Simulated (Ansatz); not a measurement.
A geometry relaxed with CAM-B3LYP-D3(BJ)/def2-TZVP in Ansatz (a program for electronic structure), charge 0, multiplicity 1:

```xyz
5

B      0.8039     0.0172     0.2246
B     -0.5243     0.7907    -0.3765
B     -0.6337    -0.7670     0.4302
H      1.9716    -0.0225     0.3061
O     -1.6175    -0.0184    -0.1722
```

Task: Write the SMILES of this molecule.

Result: `B1B2OB12`
